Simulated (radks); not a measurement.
The numbers below are computed, except where a source is named.
The samarium ion Sm50+, configuration [Ne] 3s2. Level of theory: scalar-relativistic Kohn-Sham, LB94 model potential, spin-polarised, spherical densities, finite nucleus; Fermi nuclear charge, rms radius 5.0819 fm (a radial shooting solver on a logarithmic mesh with Libxc functionals). Some entries of the table are withheld. Estimate them.

| orbital | occ. | eigenvalue (hartree) | r(max) (bohr) | <1/r> (bohr^-1) |
|---|---|---|---|---|
| 1s | 2 | (1) | 0.01448 | 68.91 |
| 2s | 2 | -410.1785 | (2) | 16.19 |
| 2p | 6 | -381.2002 | 0.06565 | 15.19 |
| 3s | 2 | -167.9215 | 0.2175 | 6.650 |

Answer. 
(1) 1s eigenvalue (hartree): -1857.355
(2) 2s r(max) (bohr): 0.08152
